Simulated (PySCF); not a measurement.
Distances in Å between the heavy atoms of a computed structure (PBE0-D3(BJ)/def2-SVP; lower triangle, same order across):
```
B1    0.00
C2    1.56  0.00
C3    2.65  1.54  0.00
C4    3.82  2.41  1.33  0.00
C5    4.10  2.55  2.39  1.53  0.00
C6    3.82  2.41  2.78  2.44  1.53  0.00
C7    2.65  1.54  2.45  2.79  2.39  1.33  0.00
C8    3.70  2.41  2.77  2.44  1.53  2.44  2.77  0.00
C9    2.48  1.56  2.44  2.79  2.40  2.79  2.44  1.33  0.00
```

Hydrogens: 2 on B1, 1 on C3, 1 on C4, 1 on C5, 1 on C6, 1 on C7, 1 on C8, 1 on C9.

Charge 0, singlet.

Q: Which heavy atoms are bonded, and with what formal order?

A: B1–C2 (single); C2–C3 (single); C3–C4 (double); C4–C5 (single); C5–C6 (single); C6–C7 (double); C5–C8 (single); C8–C9 (double); C2–C7 (single); C2–C9 (single).

Q: Which species is it?

A: `BC12C=CC(C=C1)C=C2`, C8H9B. Among its features: C=C double bond and three-coordinate boron.

Q: Which rings does it hold (smallest set)?

A: C2–C3–C4–C5–C6–C7 (6 members, 0.33 Å rms from planarity); C2–C3–C4–C5–C8–C9 (6 members, 0.34 Å rms from planarity); C2–C7–C6–C5–C8–C9 (6 members, 0.33 Å rms from planarity).

Q: Classify the heavy atoms.

A: B1: three-coordinate boron; C2: sp3 carbon bound to boron; C3/C7/C9: alkene CH carbon; C4/C6/C8: alkene CH carbon; C5: sp3 carbon at a ring junction.
